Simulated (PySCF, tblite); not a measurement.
Complex of LiF and 2 × ammonia

A gas-phase complex of LiF and 2 × ammonia; neutral, singlet. The structure comes from a short search (6 tight-binding starts) and was relaxed by PBE0-D3(BJ)/def2-SVPD; another way of binding may lie lower. No frequency run checks that it is a minimum.

Parts: 1 = LiF ([Li][F]), atoms 1–2; 2 = ammonia (N), atoms 3–6; 3 = ammonia (N), atoms 7–10.

| atom | part | x (Å) | y (Å) | z (Å) |
| --- | --- | --- | --- | --- |
| Li1 | 1 | -0.754 | 0.291 | 0.454 |
| F2 | 1 | 0.513 | -0.517 | -0.337 |
| N3 | 2 | -1.681 | 0.738 | -1.316 |
| H4 | 2 | -2.500 | 0.270 | -1.692 |
| H5 | 2 | -1.607 | 1.640 | -1.777 |
| H6 | 2 | -0.846 | 0.186 | -1.561 |
| N7 | 3 | -0.049 | -0.229 | 2.304 |
| H8 | 3 | -0.428 | -0.983 | 2.869 |
| H9 | 3 | 0.610 | -0.635 | 1.624 |
| H10 | 3 | 0.469 | 0.385 | 2.924 |

Contacts between parts, classed by geometry: Li1···N7 2.047 Å (ion contact); Li1···N3 2.047 Å (ion contact); H6···F2 1.959 Å (hydrogen bond, 127°); H9···F2 1.967 Å (hydrogen bond, 127°).

Interaction energies are complex less parts, with the parts frozen as they stand in it; counterpoise-corrected, in kcal/mol (PySCF).

Problem. How strongly do the parts interact, level by level?

Solution. 
| level | interaction | superposition error removed |
| --- | --- | --- |
| wB97M-D3(BJ)/def2-TZVPD | -40.17 | -0.47 |
| PBE0-D3(BJ)/def2-TZVPD | -41.40 | -0.42 |

Problem. What holds them together? Decompose the wB97M-D3(BJ)/def2-TZVPD energy: frozen parts, their antisymmetrised product, then relaxation.

Solution. electrostatic -65.8, Pauli repulsion +47.1, orbital relaxation -19.5, dispersion correction -2.4 kcal/mol, which sum to the value before the counterpoise correction; the Pauli term holds the exchange-correlation of the frozen density too. Of the attraction, 75 % is electrostatic, 22 % is orbital relaxation, 3 % is dispersion correction.

Problem. Are the pair energies additive?

Solution. The pairs sum to -41.65 kcal/mol (1–2 -21.6, 1–3 -21.6, 2–3 1.6); the rest of +1.49 is a many-body weakening.

The parts were also relaxed and run alone, at the levels used for the complex: shieldings by PBE0/pcSseg-2; core levels by delta-SCF with SCAN, pcX-2 on the ionised atom and pcseg-1 elsewhere, spin-free X2C.

Values alone: shielding of Li1 (ppm): 88.1; shielding of N7 (ppm): 262.5; shielding of N3 (ppm): 262.5; Li1 1s core level (eV): 64.43; F2 1s core level (eV): 688.16; N7 1s core level (eV): 405.54.

Problem. How do these values change when the complex forms?

Solution. 
```tsv
property	alone	in the complex	change
shielding of Li1 (ppm)	88.1	88.7	+0.6
shielding of N7 (ppm)	262.5	253.9	-8.6
shielding of N3 (ppm)	262.5	253.8	-8.7
Li1 1s core level (eV)	64.43	61.06	-3.37
F2 1s core level (eV)	688.16	687.50	-0.66
N7 1s core level (eV)	405.54	405.71	+0.17
```

The 4 runs behind this took 2.1 min in all, one thread each of Intel Xeon 6975P-C on a shared host, launched as `OMP_NUM_THREADS=1 python cluster_run.py task.json out`.
